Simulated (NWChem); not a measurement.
System: Hg

NWChem input:

```
start job
memory heap 200 mb stack 900 mb global 1100 mb
geometry units angstroms noautoz
  Hg     0.000000     0.000000     0.000000
end
basis spherical
  * library def2-tzvp
end
ecp
  Hg library def2-ecp
end
dft
  xc b3lyp
  iterations 150
  mulliken
end
task dft energy
```

Output (shortened):

```
             Northwest Computational Chemistry Package (NWChem) 7.3.0
             --------------------------------------------------------

                             Geometry "geometry" -> ""
                             -------------------------

 Output coordinates in angstroms (scale by  1.889725989 to convert to a.u.)

  No.       Tag          Charge          X              Y              Z
 ---- ---------------- ---------- -------------- -------------- --------------
    1 Hg                  80.0000     0.00000000     0.00000000     0.00000000

 Effective nuclear repulsion energy (a.u.)       0.0000000000

                                 NWChem DFT Module
                                 -----------------

 Summary of "ao basis" -> "ao basis" (spherical)
 ------------------------------------------------------------------------------
       Tag                 Description            Shells   Functions and Types
 ---------------- ------------------------------  ------  ---------------------
 Hg                        def2-tzvp                15       43   6s5p3d1f

            General Information
            -------------------
          SCF calculation type: DFT
          Wavefunction type:  closed shell.
          No. of atoms     :     1
          No. of electrons :    20
           Alpha electrons :    10
            Beta electrons :    10
          Charge           :     0
          Spin multiplicity:     1
          Use of symmetry is: off; symmetry adaption is: off
          Maximum number of iterations: 150
          AO basis - number of functions:    43
                     number of shells:    15
          Convergence on energy requested:  1.00D-06
          Convergence on density requested:  1.00D-05
          Convergence on gradient requested:  5.00D-04

              XC Information
              --------------
                         B3LYP Method XC Potential
                     Hartree-Fock (Exact) Exchange  0.200
                        Slater Exchange Functional  0.800 local
                    Becke 1988 Exchange Functional  0.720 non-local
              Lee-Yang-Parr Correlation Functional  0.810
                  VWN I RPA Correlation Functional  0.190 local

             Grid Information
             ----------------
          Grid used for XC integration:  medium
          Radial quadrature: Mura-Knowles
          Angular quadrature: Lebedev.
          Tag              B.-S. Rad. Rad. Pts. Rad. Cut. Ang. Pts.
          ---              ---------- --------- --------- ---------
          Hg                  1.50      123           8.0       590
          Grid pruning is: on
          Number of quadrature shells:   123
          Spatial weights used:  Erf1

      Superposition of Atomic Density Guess
      -------------------------------------

 Sum of atomic energies:        -174.14081739

      Non-variational initial energy
      ------------------------------

 Total energy =    -152.554327
 1-e energy   =    -270.137743
 2-e energy   =     117.583416
 HOMO         =      -0.326821
 LUMO         =       0.048796

     ---------------------------------------------
      Total Density - Mulliken Population Analysis
     ---------------------------------------------

    Atom       Charge   Shell Charges
 -----------   ------   -------------------------------------------------------
    1 Hg  20    20.00   0.03 -0.53  1.66  0.85  0.99  0.99  2.38  2.95  0.66  0.01 -0.00  6.63  2.82  0.55  0.00

   convergence    iter        energy       DeltaE   RMS-Dens  Diis-err
 ---------------- ----- ----------------- --------- --------- ---------
 d= 0,ls=0.0,diis     1   -153.5689647141 -1.54D+02  1.30D-02  1.52D-01
 d= 0,ls=0.0,diis     2   -153.5791347409 -1.02D-02  3.65D-03  5.26D-03
 d= 0,ls=0.0,diis     3   -153.5790378676  9.69D-05  1.33D-03  6.60D-03
 d= 0,ls=0.0,diis     4   -153.5795467664 -5.09D-04  2.55D-05  2.74D-07
 d= 0,ls=0.0,diis     5   -153.5795468154 -4.90D-08  6.30D-06  4.62D-08

         Total DFT energy =     -153.579546815368
      One electron energy =     -270.042668779770
           Coulomb energy =      130.434368737871
    Exchange-Corr. energy =      -13.971246773470
 Nuclear repulsion energy =        0.000000000000

 Numeric. integr. density =       20.000000000026

                       DFT Final Molecular Orbital Analysis
                       ------------------------------------

 Vector    8  Occ=2.000000D+00  E=-4.189761D-01
              MO Center= -1.1D-14, -6.3D-15,  2.2D-15, r^2= 7.5D-01
   Bfn.  Coefficient  Atom+Function         Bfn.  Coefficient  Atom+Function
  ----- ------------  ---------------      ----- ------------  ---------------
    23      0.548840  1 Hg d -1              26      0.321773  1 Hg d  2
    28      0.262887  1 Hg d -1              24     -0.242596  1 Hg d  0
    31      0.154125  1 Hg d  2              25     -0.121861  1 Hg d  1
    29     -0.116200  1 Hg d  0              33      0.101684  1 Hg d -1
    22     -0.061290  1 Hg d -2              36      0.059615  1 Hg d  2

 Vector    9  Occ=2.000000D+00  E=-4.189761D-01
              MO Center= -2.1D-15, -2.6D-15,  5.6D-15, r^2= 7.5D-01
   Bfn.  Coefficient  Atom+Function         Bfn.  Coefficient  Atom+Function
  ----- ------------  ---------------      ----- ------------  ---------------
    25      0.659116  1 Hg d  1              30      0.315708  1 Hg d  1
    22     -0.186522  1 Hg d -2              35      0.122114  1 Hg d  1
    26      0.089215  1 Hg d  2              27     -0.089341  1 Hg d -2
    23      0.070771  1 Hg d -1              31      0.042733  1 Hg d  2
    32     -0.034557  1 Hg d -2              28      0.033898  1 Hg d -1

 Vector   10  Occ=2.000000D+00  E=-2.749201D-01
              MO Center= -5.1D-14, -5.2D-14, -4.0D-14, r^2= 2.4D+00
   Bfn.  Coefficient  Atom+Function         Bfn.  Coefficient  Atom+Function
  ----- ------------  ---------------      ----- ------------  ---------------
     5      0.754955  1 Hg s                  3     -0.560282  1 Hg s
     6      0.458676  1 Hg s                  2      0.326835  1 Hg s
     4     -0.240989  1 Hg s                  1     -0.075040  1 Hg s

 Vector   11  Occ=0.000000D+00  E=-2.634809D-02
              MO Center= -1.3D-15, -4.7D-14,  5.3D-14, r^2= 6.7D+00
   Bfn.  Coefficient  Atom+Function         Bfn.  Coefficient  Atom+Function
  ----- ------------  ---------------      ----- ------------  ---------------
    21      0.458412  1 Hg pz                19      0.392441  1 Hg px
    20     -0.340627  1 Hg py                18      0.254535  1 Hg pz
    16      0.217904  1 Hg px                17     -0.189134  1 Hg py
    12     -0.121314  1 Hg pz                10     -0.103856  1 Hg px
    11      0.090144  1 Hg py                15      0.056214  1 Hg pz

 Vector   12  Occ=0.000000D+00  E=-2.634809D-02
              MO Center= -2.0D-14,  1.2D-14,  2.7D-14, r^2= 6.7D+00
   Bfn.  Coefficient  Atom+Function         Bfn.  Coefficient  Atom+Function
  ----- ------------  ---------------      ----- ------------  ---------------
    20      0.602419  1 Hg py                17      0.334495  1 Hg py
    19      0.251886  1 Hg px                21      0.231996  1 Hg pz
    11     -0.159424  1 Hg py                16      0.139861  1 Hg px
    18      0.128816  1 Hg pz                14      0.073873  1 Hg py
     8     -0.070944  1 Hg py                10     -0.066659  1 Hg px

 Vector   13  Occ=0.000000D+00  E=-2.634809D-02
              MO Center= -1.3D-13, -3.3D-14,  1.7D-14, r^2= 6.7D+00
   Bfn.  Coefficient  Atom+Function         Bfn.  Coefficient  Atom+Function
  ----- ------------  ---------------      ----- ------------  ---------------
    19      0.512563  1 Hg px                21     -0.464989  1 Hg pz
    16      0.284603  1 Hg px                18     -0.258187  1 Hg pz
    10     -0.135645  1 Hg px                12      0.123055  1 Hg pz
    13      0.062854  1 Hg px                 7     -0.060362  1 Hg px
    15     -0.057020  1 Hg pz                 9      0.054759  1 Hg pz

     ---------------------------------------------
      Total Density - Mulliken Population Analysis
     ---------------------------------------------

    Atom       Charge   Shell Charges
 -----------   ------   -------------------------------------------------------
    1 Hg  20    20.00   0.03 -0.55  1.76  0.77  1.17  0.81  2.42  2.98  0.59  0.01 -0.00  6.48  2.85  0.67  0.00

     -------------------------------------------
      Total Density - Lowdin Population Analysis
     -------------------------------------------

    Atom       Charge   Shell Charges
 -----------   ------   -------------------------------------------------------
    1 Hg  20    20.00   0.01  0.01  0.98  1.01  1.01  0.98  2.44  2.44  1.05  0.07  0.00  5.96  3.25  0.80  0.00
```

Level: B3LYP/def2-TZVP with def2 effective core potentials on Hg. def2 effective core potentials on Hg; no spin-orbit coupling.
